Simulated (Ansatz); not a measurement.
`F[SiH2][Al]1[O][GaH]1` from Hartree–Fock to CCSD(T)

| atom | x (Å) | y (Å) | z (Å) |
| --- | --- | --- | --- |
| F1 | -2.668 | -0.475 | -1.172 |
| Si2 | -1.124 | -0.901 | -1.331 |
| Al3 | 0.208 | 0.286 | 0.387 |
| O4 | 1.864 | 0.315 | 0.800 |
| Ga5 | 1.232 | 1.525 | 2.099 |
| H6 | -1.047 | -2.379 | -1.178 |
| H7 | -0.700 | -0.548 | -2.713 |
| H8 | 2.236 | 2.178 | 3.109 |

The species carries charge 0 and has multiplicity 1. Correlated methods include outer-core shells of Ga, which these sets cover unevenly. Scalar relativity is left out up to krypton. The geometry is a stationary point of PBE0-D4/def2-TZVP. It is one conformer, not always the lowest. Frozen core, restricted reference, Ansatz.

| basis | HF (Eh) | MP2 corr. |
| --- | --- | --- |
| def2-SVP | -2629.65183 | -0.73415 |
| def2-TZVPP | -2630.32469 | -0.89982 |
| def2-QZVPP | -2630.38964 | -1.20544 |

**Question.** Estimate the CCSD correlation energy and the (T) correction in each basis where they were run (hartree).

**Answer.** 
| basis | CCSD corr. | (T) |
| --- | --- | --- |
| def2-SVP | -0.75409 | -0.02301 |
| def2-TZVPP | -0.91834 | -0.03710 |
